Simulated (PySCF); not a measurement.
A side-by-side comparison of computed properties.

First species: C₇H₁₂Ge.
SMILES: `C1=C[C@@H](C2CC2)[GeH2][CH2]1`

Second species: C₇H₁₂Ge.
Cartesian coordinates in Å at the PBE0-D3(BJ)/def2-SVP level; atoms count from 1:
```
atom  x, y, z in Å
C1    -0.7810   -0.9380   -0.3285
C2    -0.0421   -0.0131    0.3122
C3     1.3039   -0.2716    0.8889
C4     2.1878   -1.3881    0.4274
C5     2.5386    0.0266    0.0751
C6    -0.5876    1.3884    0.4632
Ge7   -2.3115    1.3132   -0.4822
C8    -2.1226   -0.6004   -0.9144
H9    -0.4052   -1.9628   -0.4228
H10    1.3819   -0.0061    1.9509
H11    2.7940   -1.9023    1.1773
H12    1.8294   -2.0362   -0.3760
H13    2.3840    0.3396   -0.9616
H14    3.3905    0.4999    0.5706
H15    0.1049    2.1316    0.0343
H16   -0.7062    1.6541    1.5274
H17   -2.3653    2.2188   -1.7280
H18   -3.5244    1.6301    0.4140
H19   -2.9279   -1.2094   -0.4703
H20   -2.1567   -0.7881   -2.0007
```

Levels: CAM-B3LYP/def2-SVPD for HOMO energy, LUMO energy, HOMO–LUMO gap and static isotropic polarisability; TDDFT CAM-B3LYP/def2-SVPD for lowest singlet excitation; TDA CAM-B3LYP/def2-SVPD for lowest triplet excitation (Tamm–Dancoff); ΔSCF CAM-B3LYP/def2-SVPD for vertical ionisation energy. Geometries: PBE0-D3(BJ)/def2-SVP. Each structure is a single optimised conformer of the isolated species, non-relativistic unless stated; the electronic structure was computed with PySCF and density fitting.

(1) Which has the higher vertical ionisation energy?

(2) Which of the two has the higher HOMO–LUMO gap, and by how much?

(3) Which has the higher S1 energy?

(4) Which has the higher HOMO energy?

(5) Which of the two has the higher T1 energy, and by how much?

Results:

(1) The first: 8.97 eV against 8.55 eV, a difference of 0.42 eV.

(2) The first: 9.52 eV against 9.12 eV, a difference of 0.40 eV.

(3) The first: 6.71 eV against 6.39 eV, a difference of 0.32 eV.

(4) The second: -7.97 eV against -8.34 eV, a difference of 0.37 eV.

(5) The first: 4.31 eV against 4.20 eV, a difference of 0.11 eV.

On the first: The principal polarisabilities are 86.3, 109.2 and 129.4 au; their mean is the isotropic value. S1 lies 2.81 eV below the HOMO–LUMO gap; its leading configuration is HOMO→LUMO, weight 0.73. The calculation is non-relativistic and has no spin–orbit coupling, an omission that weighs most on germanium.

On the second: The vertical singlet–triplet gap S1 − T1 is 2.19 eV (TDDFT singlet less Tamm–Dancoff triplet). The ΔSCF ionisation energy exceeds −ε(HOMO) by 0.58 eV with CAM-B3LYP. Relativistic effects, spin–orbit coupling among them, are left out although an element past zinc is present.
